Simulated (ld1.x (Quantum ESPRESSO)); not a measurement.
# Before and after: TM potential for tellurium

| Quantity | Value |
| --- | --- |
| Element | Te (Z = 52) |
| Generator | ld1.x (Quantum ESPRESSO) 7.5 |
| Type | norm-conserving Troullier–Martins (Kleinman–Bylander form) |
| Functional | LDA (PZ) |
| Relativity | scalar-relativistic |
| Frozen core | [Kr] |
| Valence charge | 16 |
| Reference configuration | 4d10 5s2 5p4 |
| Partial waves | 5s (bound): rc 1.35 bohr; 5p (bound): rc 2.20 bohr; 4f channel at -0.1 Ry: rc 2.05 bohr; 4d (bound): rc 1.30 bohr |
| Local potential | the d channel |
| Core correction | a·sin(br)/r model core inside 1.20 bohr |

All-electron outer shells of the reference configuration (LDA (PZ), scalar-relativistic, ld1.x):

```
shell  level (eV)  outermost node (bohr)  outermost maximum (bohr)
   4s     -163.99                   0.38                      0.70
   4p     -114.19                   0.38                      0.74
   4d      -41.70                   0.36                      0.81
   5s      -15.36                   0.91                      1.77
   5p       -6.12                   1.00                      2.17
```

Change: local potential the p channel.

Cutoffs: the cutoffs (Ry, on a coarse ladder) from which the occupation-weighted sum of valence levels, in a spherical-Bessel basis at the reference potential, stays within 10 and 1 mRy of its value at 400 Ry; they do not see the model core or the augmentation charge, which bear on the density cutoff. Errors are all-electron minus pseudo energies relative to the spin-unpolarised reference configuration.

**Question.** What does the change do?

**Answer.** The potential gets neither clearly harder nor softer (110 Ry and 200 Ry → 110 Ry and 200 Ry); the bound ghost in p, s disappears; of the 9 tests that both files solve, the error grows in 2 and shrinks in 2 by more than 15 % and 0.3 meV (median size 6.3 → 10.4 meV); the range in which the s phases agree narrows (upper end 2.9 → 1.5); the range in which the d phases agree narrows (upper end at the end of the scan → -0.3). In the separable form a ghost depends on how the local part lies against the semilocal potential of the channel, so the choice of the local part can create or remove one.

```tsv
quantity	base	changed
cutoff, loose	110 Ry	110 Ry
cutoff, tight	200 Ry	200 Ry
loose cutoff by channel (10 mRy a level)	s 45 Ry, p 6 Ry, d 90 Ry	s 45 Ry, d 90 Ry, p 12 Ry
bound ghosts	s, p	none
error for 4d10 5s2 5p3, meV [ΔE 9.92 eV]	-1.9	-0.7
error for 4d10 5s2 5p2, meV [ΔE 28.09 eV]	-4.1	+2.4
error for 4d10 5s2 5p1, meV [ΔE 55.32 eV]	-6.3	+10
error for 4d10 5s1 5p5, meV [ΔE 9.35 eV]	-11	-11
error for 4d10 5s2 5p3.5, meV [ΔE 3.98 eV]	-0.9	-0.7
error for 4d10 5s0 5p6, meV [ΔE 18.92 eV]	-44	-49
error for 4d9 5s2 5p5, meV [ΔE 38.15 eV]	-348	-401
error for 4d10 5s2 5p4 (spin-polarised), meV [ΔE -0.48 eV]	+5.2	+4.9
error for 4d10 5s2 5p3 (spin-polarised), meV [ΔE 8.60 eV]	+13	+12
s: phases at 2.41 bohr within 0.05 rad from the reference energy up to (Ry; the scan ends near 5)	2.9	1.5
p: phases at 2.41 bohr within 0.05 rad from the reference energy up to (Ry; the scan ends near 5)	4.1	3.7
d: phases at 2.41 bohr within 0.05 rad from the reference energy up to (Ry; the scan ends near 5)	to the end of the scan	-0.3
f: phases at 2.41 bohr within 0.05 rad from the reference energy up to (Ry; the scan ends near 5)	1.3	1.1
```

 A true bound ghost makes a file unfit for plane-wave use even where its test errors are small: the radial tests pick states by their node count and pass the ghost by.
